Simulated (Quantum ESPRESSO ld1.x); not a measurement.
Values are calculated unless marked as measured or tabulated.
Problem. O III, 6 electrons, occupied as [He] 2s2 2p2. Level of theory: Dirac Kohn-Sham, PBE, spin-unpolarised, spherical densities, point nucleus; open shells fill j = l - 1/2 first (ld1.x of Quantum ESPRESSO 7.5). Some entries of the table are withheld. Estimate them.

orbital,occ.,eigenvalue (eV),<r> (bohr),<r^2> (bohr^2)
1s1/2,2,(1),0.1993,0.05367
2s1/2,2,(2),1.029,1.259
2p1/2,2,(3),(4),(5)
2p3/2,0,(6),(7),(8)

Solution. 
(1) 1s1/2 eigenvalue (eV): -557.688
(2) 2s1/2 eigenvalue (eV): -58.3335
(3) 2p1/2 eigenvalue (eV): -43.2633
(4) 2p1/2 <r> (bohr): 1.001
(5) 2p1/2 <r^2> (bohr^2): 1.252
(6) 2p3/2 eigenvalue (eV): -43.2106
(7) 2p3/2 <r> (bohr): 1.003
(8) 2p3/2 <r^2> (bohr^2): 1.255
